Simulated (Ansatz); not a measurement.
This geometry of a periodic cell of 31 atoms, Al (host Al, host structure fcc, one Al atom removed) is a first-order saddle point.

Theory: Ansatz 0.2.0, DFT PBE, scalar-relativistic, plane waves, PAW. Settings: PAW set soft_1, cutoff 420 eV, k mesh 3x3x3, fermi-dirac smearing 0.15 eV, no spin polarisation.

```xyz
31
Lattice="8.1000 0.0000 0.0000 0.0000 8.1000 0.0000 0.0000 0.0000 8.1000" Properties=species:S:1:pos:R:3
Al 4.056 0.025 0.042
Al 6.042 2.014 0.037
Al 6.061 0.013 2.023
Al -0.009 -0.011 -0.004
Al 1.979 1.977 -0.138
Al 4.098 4.096 -0.160
Al 6.083 6.081 -0.003
Al 2.061 0.057 2.023
Al 6.011 4.009 2.022
Al 4.056 0.026 4.002
Al 6.044 2.014 4.008
Al 6.075 -0.004 6.072
Al 0.027 4.054 0.042
Al 2.016 6.040 0.037
Al 0.060 2.059 2.023
Al 3.055 3.052 2.023
Al 4.011 6.009 2.022
Al -0.010 -0.012 4.050
Al 1.977 1.975 4.185
Al 4.096 4.094 4.203
Al 6.082 6.079 4.047
Al 2.014 -0.072 6.073
Al 4.071 1.993 6.073
Al 6.152 4.055 6.071
Al 0.015 6.059 2.022
Al 0.028 4.054 4.002
Al 2.016 6.042 4.008
Al -0.070 2.012 6.073
Al 1.995 4.069 6.073
Al 4.057 6.150 6.071
Al -0.002 6.073 6.072
```

Which two structures does it join? (They come from a converged band through this point; their orientation in space is the band's.)

The atom that moves furthest is Al16, by 2.79 Å; four of its nearest neighbours are Al19 2.83, Al5 2.83, Al20 2.83, Al6 2.83 Å at the first end and Al20 2.83, Al5 2.83, Al6 2.83, Al19 2.83 Å at the last.

First end point:

```xyz
31
Lattice="8.1000 0.0000 0.0000 0.0000 8.1000 0.0000 0.0000 0.0000 8.1000" Properties=species:S:1:pos:R:3
Al 4.049 0.016 0.016
Al 6.052 2.020 0.017
Al 6.053 0.016 2.020
Al -0.001 -0.010 -0.010
Al 2.046 2.020 0.017
Al 4.049 4.024 0.016
Al 6.078 6.070 -0.010
Al 2.045 0.015 2.020
Al 6.053 4.025 2.020
Al 4.049 0.016 4.023
Al 6.053 2.021 4.023
Al 6.079 -0.007 6.069
Al -0.001 4.049 -0.010
Al 2.019 6.069 -0.009
Al 0.000 2.019 2.019
Al 2.045 4.023 2.021
Al 4.048 6.070 2.020
Al -0.001 -0.010 4.049
Al 2.047 2.020 4.024
Al 4.050 4.024 4.024
Al 6.079 6.071 4.050
Al 2.018 -0.010 6.070
Al 4.048 2.020 6.070
Al 6.078 4.050 6.070
Al -0.001 6.069 2.020
Al -0.001 4.049 4.050
Al 2.019 6.070 4.050
Al 0.000 2.020 6.070
Al 2.020 4.050 6.070
Al 4.049 6.071 6.070
Al -0.002 6.069 6.070
```

Last end point:

Only the atoms that move by more than 0.05 Å are listed.
```
Al16 4.024 2.051 2.025
```

How far does it lie above each of them?

0.63 eV above the first and 0.63 eV above the second. This is the barrier of this one path; another mechanism may lie lower. Limits of this set-up: coarse k mesh, a small cell, in which the defect meets its images.

Run time: 12 min on 4 threads of Arm Neoverse V2 (shared host), peak memory 4.8 GiB.
